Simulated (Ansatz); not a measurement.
`[SiH3]N1[SiH2]P1` + CH₃SH → `CS[SiH3]` + `N1[SiH2]P1` at 700 K and 1 bar (ligand exchange at the Si–N bond).

Computed with Ansatz on PBE0-D4/def2-TZVP structures; ΔE is electronic, products minus reactants. CBS: MP2 limit from def2 TZ/QZ plus the TZ coupled-cluster correction, frozen cores. This one scheme is used for every species.

| species | CCSD(T)/CBS energy (Eh) | H − E (kJ/mol) | S (J/(mol·K)) |
| --- | --- | --- | --- |
| `[SiH3]N1[SiH2]P1` | -977.41004 | 228.2 | 463.8 |
| CH₃SH | -438.22835 | 160.2 | 309.0 |
| `CS[SiH3]` | -728.52947 | 230.7 | 406.0 |
| `N1[SiH2]P1` | -687.10203 | 162.2 | 362.8 |

H − E and S are ideal-gas, rigid-rotor, harmonic terms from PBE0-D4/def2-TZVP, for one conformer and one mirror image of each species. 1 Eh = 2625.50 kJ/mol, R = 8.31446 J/(mol·K).

By hand: ΔE, ΔH, ΔS and ΔG.

ΔE = (-728.52947) + (-687.10203) − (-977.41004) − (-438.22835) = 0.00689 Eh = 18.1 kJ/mol. Δ(H − E) = 230.7 + 162.2 − 228.2 − 160.2 = 4.5, so ΔH = 22.6 kJ/mol. ΔS = 406.0 + 362.8 − 463.8 − 309.0 = -4.0 J/(mol·K). ΔG = 22.6 − 700 × (-4.0)/1000 = 25.4 kJ/mol.

By hand: the equilibrium constant, and the temperature at which ΔG would vanish if ΔH and ΔS stayed fixed.

log₁₀ K = −ΔG/(RT ln 10) = -1.9. ΔH and −TΔS have one sign here, so there is no such temperature. One of them is within its doubt of zero, so this could turn.

The number of gas molecules stays the same, so ΔS is small and ΔH decides. A doubt of 5 kJ/mol in ΔE shifts log₁₀ K by 0.4 here. Other conformers and mirror images would add mixing entropy, several J/(mol·K) or more a flexible species. These are equilibria of isolated gas molecules and say nothing of rates. Largest T1 diagnostic: 0.015 (customary marks: 0.02 for closed shells, 0.045 for open ones).
